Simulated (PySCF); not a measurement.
**C₆ coefficients of unlike pairs at PBE0**

Calculated with PySCF 2.14 from the dipole response of each species, C₆(A,B) = (3/π) ∫ α_A(iu) α_B(iu) du, in atomic units, from isotropic polarisabilities. For ions this is the dispersion term alone; charge-induced terms of lower order in 1/R come first.

```csv
species,configuration,basis,relativity,α (bohr³),C₆ (like pair)
Ar³⁺,[Ne] 3s2 3p3 (4S),aug-cc-pwCVQZ (10s9p7d5f3g),none,3.617,9.812
Pt³⁺,[Xe] 4f14 5d7 (4F),aug-cc-pwCVTZ-PP with ECP60MDF (8s8p7d4f3g),core potential,6.366,35.99
Kr,[Kr] (1S),"aug-cc-pVQZ-PP with one added diffuse shell each of s, p, d, f, g type with ECP10MDF (8s7p6d4f3g)",core potential,17.47,135.1
```

Problem. Estimate C₆ for Pt³⁺ with Ar³⁺.

Solution. The integral gives 18.66. The combination rule 2 C_A C_B / (C_A α_B/α_A + C_B α_A/α_B) gives 18.72 and the geometric mean 18.79.

No spin-orbit coupling is included.

The other pairs:

```
    pair     C₆
Kr, Pt³⁺  65.80
Kr, Ar³⁺  35.39
```
